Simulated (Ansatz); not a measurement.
Basis sets compared for SnH3(nBu) (C₄H₁₂Sn). Charge 0, multiplicity 1. Geometry B3LYP-D4/def2-SVP. Ansatz on 4 threads of Arm Neoverse V1 on a shared host; times are rough, and most runs start from earlier orbitals.

```xyz
17

C     0.541   -0.402    0.677
C     0.242    0.460   -0.553
C    -0.671   -0.214   -1.590
C    -2.089   -0.500   -1.094
Sn    1.897    0.542    2.097
H     2.186   -0.493    3.444
H     3.399    0.891    1.328
H     1.216    2.019    2.667
H     0.999   -1.361    0.382
H    -0.378   -0.647    1.234
H    -0.220    1.414   -0.239
H     1.190    0.735   -1.050
H    -0.724    0.434   -2.483
H    -0.199   -1.155   -1.927
H    -2.710   -0.937   -1.892
H    -2.095   -1.209   -0.250
H    -2.585    0.424   -0.753
```

In the def2 sets Sn takes a core potential; there is no spin–orbit coupling. Another isomer (singlet) lies 0.81 eV lower at PBE0-D4/def2-TZVP; other spin states weren't run for this one.

Binding counts from free atoms (C triplet, Sn triplet, H doublet) in the same basis, without a counterpoise term.

```tsv
level	functions	energy (Eh)	HOMO (eV)	LUMO (eV)	binding per atom (eV)	wall time
PBE-D4/def2-SVP	142	-373.5631	-6.56	-0.12	3.73	1.6 s
PBE0-D4/def2-SVP	142	-373.6149	-7.74	0.69	3.70	1.9 s
```

Estimate the rows for PBE-D4/def2-TZVP (with forces), PBE0-D4/def2-TZVP.


```csv
level,functions,energy (Eh),HOMO (eV),LUMO (eV),binding per atom (eV),wall time
PBE-D4/def2-TZVP (with forces),246,-373.7459,-6.60,-0.48,3.71,3.3 s
PBE0-D4/def2-TZVP,246,-373.7912,-7.73,0.27,3.68,4 s
```
